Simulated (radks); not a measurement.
Isoelectronic series with 8 electrons, each ion in its NIST ground configuration. Method: scalar-relativistic Kohn-Sham, PBE, spin-polarised, spherical densities, finite nucleus; open shells are filled with parallel spins first (spin-orbit coupling, left out, can overturn this in heavy ions); Fermi nuclear charge, rms radius of each element as measured or else 0.836 A^(1/3) + 0.57 fm; computed with a radial shooting solver on a logarithmic mesh with Libxc functionals. Total energies (hartree) and orbital eigenvalues (hartree):

O: configuration [He] 2s2 2p4; E (hartree) -75.05759; 2p down -0.26407; 2p up -0.37571
Si6+: configuration [He] 2s2 2p4; E (hartree) -272.35268; 2p down -8.29474; 2p up -8.60129
Cl9+: configuration [He] 2s2 2p4; E (hartree) -418.82878; 2p down -15.73861; 2p up -16.14130
Ca12+: configuration [He] 2s2 2p4; E (hartree) -597.41909; 2p down -25.45505; 2p up -25.95382
V15+: configuration [He] 2s2 2p4; E (hartree) -808.36856; 2p down -37.44948; 2p up -38.04439
Fe18+: configuration [He] 2s2 2p4; E (hartree) -1051.97213; 2p down -51.73090; 2p up -52.42213
Cu21+: configuration [He] 2s2 2p4; E (hartree) -1328.57504; 2p down -68.31093; 2p up -69.09869
Ge24+: configuration [He] 2s2 2p4; E (hartree) -1638.57440; 2p down -87.20341; 2p up -88.08798
Br27+: configuration [He] 2s2 2p4; E (hartree) -1982.42313; 2p down -108.4243; 2p up -109.4060
Sr30+: configuration [He] 2s2 2p4; E (hartree) -2360.63122; 2p down -131.9915; 2p up -133.0707
Nb33+: configuration [He] 2s2 2p4; E (hartree) -2773.76947; 2p down -157.9251; 2p up -159.1022
Ru36+: configuration [He] 2s2 2p4; E (hartree) -3222.47418; 2p down -186.2469; 2p up -187.5224
Ag39+: configuration [He] 2s2 2p4; E (hartree) -3707.45864; 2p down -216.9812; 2p up -218.3555
